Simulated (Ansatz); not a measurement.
A structure relaxed at PBE-D4/def2-SVP in Ansatz, charge 1, singlet:

```xyz
8

Ta    1.284    0.230   -1.270
Ta   -0.519    2.047   -0.873
Ta   -0.748    0.242    1.200
Ta    1.930   -0.457    1.141
Ta    1.207    1.970    0.988
Si   -2.103   -1.853    0.240
Si   -1.297   -0.300   -1.355
Si    0.246   -1.879   -0.072
```

Question: Give its formula and point group.

Answer: the cluster Ta5Si3⁺. Point group Cs (tolerance 0.1 Å).

Question: Summarise the bond lengths by kind (pairs closer than 1.2 times the sum of covalent radii, bridged metal pairs left out).

Answer: 10 × Ta–Ta 2.54 to 4.04 Å; 7 × Si–Ta 2.52 to 2.67 Å; 3 × Si–Si 2.37 to 2.55 Å.

In the def2 sets Ta takes a core potential; there is no spin–orbit coupling. The restricted singlet is unstable towards broken spin symmetry in Hartree–Fock (as tested in another run); at PBE-D4/def2-SVP this wasn't settled. The relaxation made no stability test and no search for a lower SCF solution. The structure comes from a short search, and lower isomers may exist.
